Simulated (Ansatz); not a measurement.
```xyz
9

F    -0.176    2.335   -0.090
C    -0.028    1.112   -0.722
Si    0.008   -0.285    0.545
S     0.205   -2.059   -0.610
Cl   -1.718   -0.239    1.649
H     0.907    1.125   -1.295
H    -0.856    0.979   -1.426
H     1.128   -0.149    1.500
H     0.530   -2.820    0.449
```

Charge 0, multiplicity 1.

Task: List the ωB97M-V/def2-TZVPP orbital energies in eV (the Gaussian-basis code of Ansatz). (An estimate is asked.)

Result: Computed: Occupied: -2772.04, -2427.19, -1808.61, -677.52, -283.59, -262.44, -221.20, -199.91, -199.79, -199.79, -164.31, -164.23, -164.13, -149.55, -103.70, -103.67, -103.62, -36.40, -26.07, -23.77, -22.51, -17.72, -16.73, -16.65, -15.30, -14.46, -13.62, -12.68, -12.59, -12.30, -11.28, -11.02, -10.22. Lowest empty: 1.61, 2.02, 2.38, 2.74, 3.42, 3.80, 4.21, 4.69.
